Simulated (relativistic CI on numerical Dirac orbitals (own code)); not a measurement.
# Mn²⁺ in a cubic cluster: L2,3 absorption with charge transfer

Computed with a charge-transfer multiplet model of a cubic metal-ligand cluster with up to 3 ligand holes, Slater and spin-orbit integrals from Dirac-Coulomb-Breit ions, Slater integrals scaled by 0.9. The ground state mixes d5 with configurations of k ligand holes L, whose averages lie at kΔ + k(k − 1)U_dd/2; a core hole lowers each added d electron by U_cd. 20 K, Lorentzian 0.4 eV and Gaussian 0.3 eV FWHM.

Atomic integrals in eV (Slater integrals scaled, ζ unscaled), ground: F2dd 9.229, F4dd 5.732, zeta_d 0.037; with the core hole: F2dd 9.982, F4dd 6.207, zeta_d 0.052, zeta_core 6.792, F2cd 5.719, G1cd 4.215, G3cd 2.393.

Cluster parameters (eV): Δ = 4.3, U_dd = 5.2, U_cd = 6, 10Dq = 0.95, 10Dq(ligand) = 1, final-state hopping factor = 1.

Weights, n_d and S are thermal averages at 20 K. Photon energies count from the first peak over 30 % of the highest in each spectrum, which can be another peak from case to case. The parameters are a model scan and need not match a compound or its usual spin state. Peaks in eV (height, largest 100): 0.0 (40), 1.9 (100), 3.0 (25), 11.1 (13), 13.1 (17).

Question: Which parameters give this spectrum?
A. V(eg) = 2.2 eV, V(t2g) = -0.94 eV
B. V(eg) = 3.1 eV, V(t2g) = -1.32 eV
C. V(eg) = 2.8 eV, V(t2g) = -1.2 eV

Answer: B. V(eg) = 3.1 eV, V(t2g) = -1.32 eV; the ground state then has 5.32 d electrons and S = 2.50. The choice follows from running the model for each set and comparing peak positions and heights.
